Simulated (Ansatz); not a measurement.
```yaml
crystal:
  periodic: [false, false, false]
  atoms:
    - {symbol: O, position_ang: [-0.647710, -0.406671, 1.344692]}
    - {symbol: W, position_ang: [-0.042890, -0.107829, 0.079427]}
    - {symbol: F, position_ang: [1.855758, -0.550933, 0.139188]}
    - {symbol: F, position_ang: [-0.877532, -1.050162, -1.464538]}
    - {symbol: D, position_ang: [-0.338573, 2.022578, -0.195047]}
basis:
  gaussian: {orbitals: def2-TZVPP}
hamiltonian: {xc: {name: r2SCAN50}, dispersion: d3bj}
output: {forces: true}
```

```sh
$ ansatz run in.yaml --threads 4 --pin off --events-out ev --progress --plain --max-ram 10444MiB
```

It prints (some lines left out):

```
Error: YAML parse error: error: line 8 column 16: `D` is not an element symbol (H … Og, case-exact)
 6 |     - {symbol: F, position_ang: [1.855758, -0.550933, 0.139188]}
 7 |     - {symbol: F, position_ang: [-0.877532, -1.050162, -1.464538]}
 8 |     - {symbol: D, position_ang: [-0.338573, 2.022578, -0.195047]}
 9 | basis:
10 |   gaussian: {orbitals: def2-TZVPP}
```

In this input an element symbol is wrong. The program refused the input.
